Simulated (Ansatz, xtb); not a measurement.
Cl2H3NbO3: which of two structures lies lower

Structure X is a singlet given by its coordinates and structure Y is a singlet given by its coordinates. Both are gas-phase species (loosely bound parts included), relaxed with PBE0-D4/def2-SVP.

X (Å):

```xyz
9

Cl   -0.6350    1.6985   -1.4748
Cl   -0.2021   -1.6514   -2.0874
Nb    0.0279    0.4956    0.4371
O     1.7597   -0.2318    0.3235
O    -1.2469   -0.7509    1.0393
O     0.1179    1.6556    1.6564
H     2.5587   -0.0108    0.8138
H    -1.7741   -0.7588    1.8452
H    -0.5176   -0.4921   -2.5703
```

Close contacts (Å): Cl1–Nb3 2.35, Cl2–Nb3 3.32, Nb3–O4 1.88, Nb3–O5 1.88, Nb3–O6 1.69, Cl2–H9 1.29, Nb3–H7 2.61, Nb3–H8 2.61, O4–H7 0.96, O5–H8 0.96.

Y (Å):

```xyz
9

Cl   -0.7679    1.9714   -1.3554
Cl    0.4711    1.9322    1.6398
Nb   -0.0224    0.2537    0.0458
O     1.7606   -0.3133    0.2327
O    -1.2473   -0.5721    1.1798
O    -0.2783   -0.9183   -1.3753
H     2.3517    0.1005    0.8747
H    -1.7896   -1.3573    1.0440
H    -0.3892   -1.1430   -2.3031
```

Close contacts (Å): Cl1–Nb3 2.34, Cl2–Nb3 2.37, Nb3–O4 1.88, Nb3–O5 1.86, Nb3–O6 1.86, Nb3–H7 2.52, Nb3–H8 2.59, Nb3–H9 2.76, O4–H7 0.97, O5–H8 0.96, O6–H9 0.96.

Task: Estimate which is lower in electronic energy at CCSD(T)/def2-SVP + ΔMP2/def2-TZVPP, and by roughly how much.

Result: CCSD(T)/def2-SVP + ΔMP2/def2-TZVPP gives E(Y) − E(X) = −0.119 eV, favouring structure Y, but this leans on the basis-set step: CCSD(T) alone gives +0.075 eV.

How the difference moves with the method:

| level | geometry | E(Y) − E(X) (eV) | departure from the last row (eV) | job, with rough time for the two |
| --- | --- | --- | --- | --- |
| PBE0-D4/def2-SVP | PBE0-D4/def2-SVP | −0.362 | −0.243 | optimisation, 65 s |
| HF/def2-SVP | PBE0-D4/def2-SVP | −0.457 | −0.337 | part of the CCSD(T) run |
| MP2/def2-SVP | PBE0-D4/def2-SVP | +0.381 | +0.500 | part of the CCSD(T) run |
| CCSD(T)/def2-SVP | PBE0-D4/def2-SVP | +0.075 | +0.194 | single point |
| CCSD(T)/def2-SVP + ΔMP2/def2-TZVPP | PBE0-D4/def2-SVP | −0.119 |  | single point, 88 s |

MP2/def2-SVP, CCSD(T)/def2-SVP put the two in the other order. The largest departure from CCSD(T)/def2-SVP + ΔMP2/def2-TZVPP is that of MP2/def2-SVP, 0.500 eV. Levels run at GFN2-xTB geometries aren't shown. The last row adds to CCSD(T) the change of the MP2 difference between the two basis sets, here −0.194 eV, a large step that makes the value less sure.

With thermal terms from frequencies at re-optimised GFN2-xTB minima (ideal gas, soft modes damped towards free rotors, one conformer each, 298.15 K, 1 atm): the zero-point term adds +0.098 eV; ΔH is −0.045 and ΔG +0.028 eV.

The T1 diagnostic of structures X and Y is large, so the coupled-cluster value is less sure. The correlated steps freeze 13 core orbitals. Atoms past krypton carry core potentials in the def2 sets and no spin–orbit term is included. Run with Ansatz 0.2.0, xtb 6.7.1; the last row on 2 threads of Arm Neoverse V2 on a shared host.
